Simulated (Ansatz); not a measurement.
Gas-phase electronic energies from Ansatz, PBE0-D4/def2-TZVP geometries. CCSD(T)/CBS adds triple-zeta CCSD(T) − MP2 to the extrapolated MP2 energy (def2 sets, frozen cores). DFT in def2-TZVPP. For Ge outer-core shells are correlated without core-valence functions, which leaves a few kJ/mol of doubt a bond. Scalar relativity is left out up to krypton. Each species was taken in one conformer, which may not be the lowest.

Consider the substitution at a C–C bond: `C=CCCCCC` + `[OH][GeH3]` → `CC[O][GeH3]` + `C=CCCC`.

```json
{"level": "PBE-D4", "ΔE (kcal/mol)": "8.0"}
{"level": "HF/CBS(def2)", "ΔE (kcal/mol)": "4.3"}
```

What does CCSD(T)/CBS give? (Best estimate.)

The calculation gave: +9.3 kcal/mol. The listed levels differ from it by -1.3, -5.0 kcal/mol.

Largest T1 diagnostic among the species: 0.011.

From PBE to PBE0 (25 % exact exchange), in def2-TZVPP and without D4, ΔE moves by +0.8 kcal/mol. In def2-TZVPP, CCSD(T) changes the Hartree–Fock value by +4.7 kcal/mol (the triples alone add +0.4 kcal/mol) and MP2 by +6.2 kcal/mol.
